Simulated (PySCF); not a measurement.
2,4-Difluoropyridine: full NMR table

| Quantity | Value |
| --- | --- |
| Formula | C5H3F2N |
| SMILES | Fc1ccnc(F)c1 |
| Point group of the computed structure | Cs |
| Degrees of unsaturation | 4 |
| Carbon signals | 5 |
| Proton signals | 3 |

Numbering as in the mapped SMILES `[F:1][c:2]1[cH:3][cH:4][n:5][c:6]([F:7])[cH:8]1`. Hydrogens are named by the atom that carries them.

One conformer, gas phase, relativity neglected. Couplings computed with B3LYP/pcJ-1 (spin–dipole term only in couplings to heteroatoms); shielding tensors at B3LYP/pcSseg-2 (GIAO); PBE0-D3(BJ)/def2-SVP structure; PySCF 2.14.

Scale: TMS for $^{1}$H (σ = 31.39 ppm), $^{13}$C (σ = 179.19 ppm); CFCl3 for $^{19}$F (σ = 169.74 ppm); NH3 for $^{15}$N (σ = 258.52 ppm) (reference shieldings calculated alike).

```tsv
carbon	δC, type	δH (multiplicity, J in Hz)	HMBC from (abs. J ≥ 3 Hz)	span of the C tensor (ppm)
C2	185.5, C	–	H(C4), H(C3), H(C8)	180
C3	116.8, CH	6.85 (ddd, 8.0, 6.4, 1.9)	H(C4), H(C8)	189
C4	160.3, CH	8.34 (ddd, 8.7, 6.4, 1.5)	–	223
C6	178.1, C	–	H(C4), H(C8)	157
C8	104.1, CH	6.56 (ddd, 9.6, 3.4, 1.9)	H(C3)	145
```

Other nuclei:
```csv
atoms,nucleus,environment,δ (ppm),σ (ppm)
F7,$^{19}$F,aryl fluorine,-67.0,236.7
F1,$^{19}$F,aryl fluorine,-103.8,273.5
N5,$^{15}$N,pyridine-type ring nitrogen,308.2,-49.7
```

Selected couplings (Hz, signed; the shortest-range and largest first, 30 at most; isotopes $^{19}$F, $^{13}$C, $^{1}$H, $^{15}$N): $^{1}J$(F1,C2) -332.1, $^{1}J$(C6,F7) -304.2, $^{1}J$(C4,H(C4)) 192.3, $^{1}J$(C8,H(C8)) 177.8, $^{1}J$(C3,H(C3)) 176.9, $^{1}J$(C6,C8) 82.0, $^{1}J$(C2,C8) 76.5, $^{1}J$(C2,C3) 73.0, $^{1}J$(C3,C4) 61.8, $^{1}J$(N5,C6) -12.6, $^{1}J$(C4,N5) -2.3, $^{2}J$(N5,F7) -53.6, $^{2}J$(F7,C8) 40.6, $^{2}J$(F1,C8) 17.4, $^{2}J$(F1,C3) 13.7, $^{2}J$(N5,H(C4)) -13.1, $^{2}J$(C2,C6) 7.4, $^{2}J$(C2,C4) 3.3, $^{2}J$(C3,C8) 3.3, $^{2}J$(C3,N5) 3.0, $^{2}J$(N5,C8) 2.3, $^{2}J$(C4,C6) 2.1, $^{3}J$(C4,F7) 16.2, $^{3}J$(F1,H(C8)) 9.6, $^{3}J$(F1,C6) 8.8, $^{3}J$(C2,F7) 8.1, $^{3}J$(F1,H(C3)) 8.0, $^{3}J$(C3,C6) 6.5, $^{3}J$(H(C3),H(C4)) 6.4, $^{3}J$(F1,C4) 6.1.

- Carbon types of the structure: 2 × C, 3 × CH, which accounts for all hydrogens.
- δC 185.5, 178.1: aromatic carbon bearing fluorine; an ipso carbon deshielded by its heteroatom.
- δC 160.3: aromatic CH next to a ring nitrogen; the adjacent pyridine-type nitrogen withdraws density from it.
- δC 116.8, 104.1: aromatic CH.
- δH 8.34: hydrogen on an aromatic CH next to a ring nitrogen; ring current plus the neighbouring ring nitrogen.
- δH 6.85, 6.56: hydrogen on an aromatic CH; ring-current deshielding.
- The protons at 6.85 and 8.34 share a coupling of 6.4 Hz (vicinal, an ortho-type coupling).

C–F couplings over four or more bonds (about 3 Hz to the para carbon of a fluoroarene) are left out. Common functionals overestimate the size of one-bond C–F couplings by tens of Hz; these are unscaled. Multiplet labels drop couplings under 1 Hz and merge nearly equal ones. Unscaled 3J(H,H) at this level run about 10 % above measured values. Shifts are as computed. Against solution values, carbons near 30 ppm lie about +3 ppm off and those near 130 ppm about +8 ppm. Of 1211 compounds with measured shifts, 218 miss one by over three times the rms of a fit or turn the order of signals round; such compounds aren't used in these exercises. Unscaled 19F shifts against computed CFCl3 carry errors that often reach 10 to 50 ppm. Experimental scales use liquid or dissolved standards, which lie at an offset from isolated NH3 (liquid NH3: subtract about 20 ppm). Unscaled 15N shifts of sp2 nitrogen come out 20 to 40 ppm too high even then.
